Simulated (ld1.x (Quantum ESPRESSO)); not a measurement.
# Configuration tests for chromium (ultrasoft)

| Quantity | Value |
| --- | --- |
| Element | Cr |
| Generator | ld1.x (Quantum ESPRESSO) 7.5 |
| Type | ultrasoft |
| Functional | PBEsol |
| Relativity | scalar-relativistic |
| Frozen core | [Ar] |
| Valence charge | 6 |
| Reference configuration | 3d5.5 4s0.5 4p0 |
| Partial waves | 4s (bound): rcut 1.90, rcutus 2.45 bohr; 4s channel at 0.6 Ry: rcut 1.90, rcutus 2.45 bohr; 4p (bound, empty): rcut 3.65, rcutus 4.75 bohr; 4p channel at 4.55 Ry: rcut 3.65, rcutus 4.75 bohr; 3d (bound): rcut 1.50, rcutus 1.80 bohr; 3d channel at 0.4 Ry: rcut 1.50, rcutus 1.80 bohr |
| Local potential | all-electron potential smoothed inside 4.70 bohr (lloc = -1) |
| Core correction | Bessel-smoothed model core inside 1.80 bohr |
| Augmentation charge | built from norm-conserving waves at rcut, not smoothed further |

Energies are relative to the spin-unpolarised reference configuration 3d5.5 4s0.5 4p0; without spin polarisation the order of configurations can differ from experiment.

```tsv
valence configuration	charge	ΔE all-electron (eV)	error AE − PS (meV)
3d5 4s1 4p0	0	-0.723	-16
3d5 4s0 4p0	+1	6.150	-3.0
3d2 4s0 4p0	+4	101.187	-4084
3d5 4s0.5 4p0	+0.5	1.984	-3.9
3d3 4s0 4p0	+3	52.869	-1460
3d4 4s1 4p1	0	2.813	-408
```

Q: What are ΔE and the potential's error for 3d4 4s0 4p0?

A: ΔE = 22.164 eV all-electron; the error (AE − PS) is -231 meV.

Levels in the configuration 3d5 4s0 4p0:

```tsv
level	all-electron (eV)	pseudo (eV)
3d	-9.843	-9.850
```

These tests converged, but a pseudo level misses the all-electron one widely, so the file describes the atom poorly there or has found another state: 3d4 4s0 4p0: empty 4p by 2.1 eV; 3d2 4s0 4p0: empty 4p by 5.3 eV (a node warning on the way); 3d3 4s0 4p0: empty 4p by 3.1 eV.

Note: ghost state, extra bound levels that the all-electron valence spectrum of the same l lacks: p at -1.89 eV. A true bound ghost makes a file unfit for plane-wave use.
